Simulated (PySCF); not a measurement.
**How methods differ on the ionisation energy of Cu²⁺**

Cu²⁺ [Ar] 3d9 (2D) → Cu³⁺ [Ar] 3d8 (3F), as a difference of total energies. Calculation: PySCF 2.14, in Sapporo-DKH3-DZP-2012; scalar relativity by spin-free X2C-1e. Correlated levels: valence: [Ar] frozen. The calculations carry no spin-orbit coupling.

```json
{"method": "UHF", "ionisation energy (eV)": "34.067"}
{"method": "MN15", "ionisation energy (eV)": "38.144"}
{"method": "r2SCAN", "ionisation energy (eV)": "36.593"}
{"method": "MP2 (valence)", "ionisation energy (eV)": "36.584"}
{"method": "SCS-MP2 (valence)", "ionisation energy (eV)": "36.326"}
```

Task: How much does correlation contribute at MP2 (valence)?

Result: 36.584 − (34.067) = 2.517 eV, measured against UHF.

The reference lies between the lowest fine-structure levels, while these numbers refer to the centres of the terms.

Errors of the correlated levels include the incompleteness of this basis and the frozen core.

For comparison: 36.841 ± 0.012 eV (measured; NIST Atomic Spectra Database, ionization energies).
